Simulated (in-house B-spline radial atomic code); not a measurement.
Radial electron density of V VII (V6+), [Ne] 3s2 3p5. Computed with a radial B-spline atomic code at the basis-set limit: non-relativistic Hartree-Fock with fractional occupations, spin-polarised, spherical fractional occupations, point nucleus.

Caution: exact exchange at fractional occupations of open shells leaves self-interaction of up to several eV.

Columns: r (bohr), 4πr²n(r) (electrons per bohr), bar.

```
 0.00296   0.7868 #
 0.00353     1.09 ##
 0.00421    1.503 ##
 0.00501    2.051 ###
 0.00597    2.787 ####
 0.00712    3.761 ######
 0.00848    5.012 ########
  0.0101      6.6 ##########
   0.012    8.541 #############
  0.0143    10.92 ################
  0.0171    13.74 #####################
  0.0204    16.82 #########################
  0.0243    19.99 ##############################
  0.0289    22.97 ##################################
  0.0344    25.44 ######################################
   0.041       27 ########################################
  0.0489     27.3 #########################################
  0.0582     26.3 #######################################
  0.0694     24.3 ####################################
  0.0827     22.1 #################################
  0.0985    20.75 ###############################
   0.117    21.12 ################################
    0.14    23.49 ###################################
   0.167    26.87 ########################################
   0.198    29.37 ############################################
   0.236    29.25 ############################################
   0.282    25.42 ######################################
   0.336    19.01 ############################
     0.4    12.59 ###################
   0.477    8.602 #############
   0.568    7.916 ############
   0.676    9.021 ##############
   0.806    9.577 ##############
    0.96    8.252 ############
    1.14    5.592 ########
    1.36    2.848 ####
    1.62    1.075 ##
    1.94    0.274 
    2.31  0.04854 
    2.75 0.005396 
    3.27 0.0003534
```

On this grid the curve has 3 maxima, near 0.0489, 0.198, 0.806 bohr.

The 3p down radial function P(r) = rR(r), positive near the nucleus:

| r (bohr) | P |
| --- | --- |
| 0.00296 | 0.001204 |
| 0.00421 | 0.002402 |
| 0.00597 | 0.004733 |
| 0.00848 | 0.009279 |
| 0.012 | 0.01785 |
| 0.0171 | 0.03419 |
| 0.0243 | 0.06363 |
| 0.0344 | 0.1137 |
| 0.0489 | 0.1952 |
| 0.0694 | 0.3124 |
| 0.0985 | 0.4533 |
| 0.14 | 0.5678 |
| 0.198 | 0.554 |
| 0.282 | 0.2895 |
| 0.4 | -0.2458 |
| 0.568 | -0.8506 |
| 0.806 | -1.133 |
| 1.14 | -0.9022 |
| 1.62 | -0.4202 |
| 2.31 | -0.09703 |
| 3.27 | -0.009089 |
